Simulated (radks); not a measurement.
The numbers below are computed, except where a source is named.
Pr XXIV, configuration [Kr] (the NIST ground configuration).

Level of theory: scalar-relativistic Kohn-Sham, LB94 model potential, spin-polarised, spherical densities, finite nucleus; Fermi nuclear charge, rms radius 4.8919 fm (a radial shooting solver on a logarithmic mesh with Libxc functionals).

Energy parts (eV):
kinetic: 261239.31
electron-nucleus: -569858.92
Hartree: 68774.20
(The LB94 potential has no energy functional, so no total or exchange-correlation energy is given.)

Orbitals (lengths in bohr, moments of r in powers of bohr):
| orbital | occ. | eigenvalue (eV) | <1/r> | <r> | <r^2> |
|---|---|---|---|---|---|
| 1s | 2 | -42687.76 | 64.74 | 0.02406 | 0.0007873 |
| 2s | 2 | -7471.773 | 14.96 | 0.1028 | 0.01246 |
| 2p | 6 | -6766.486 | 14.15 | 0.09024 | 0.009933 |
| 3s | 2 | -2139.400 | 5.470 | 0.2700 | 0.08317 |
| 3p | 6 | -1915.221 | 5.190 | 0.2674 | 0.08271 |
| 3d | 10 | -1603.768 | 4.944 | 0.2433 | 0.06949 |
| 4s | 2 | -892.4960 | 2.496 | 0.5736 | 0.3694 |
| 4p | 6 | -812.4887 | 2.358 | 0.5918 | 0.3954 |
| 4d | 0 | -699.6442 | 2.193 | 0.6046 | 0.4177 |
| 4f | 0 | -579.7073 | 1.959 | 0.5914 | 0.3979 |
| 5s | 0 | -494.4142 | 1.414 | 1.010 | 1.140 |
| 5p | 0 | -459.1053 | 1.350 | 1.049 | 1.233 |

The highest occupied level is 4p at -812.49 eV. The electron density at the nucleus is 4.339e+05 e/bohr^3 (large components only). The density falls to 0.001 e/bohr^3 at r = 1.43 bohr. Summed over all electrons, <r^2> = 4.555 bohr^2, which gives a Langevin (diamagnetic) susceptibility term of -3.61 x 10^-6 cm^3/mol.
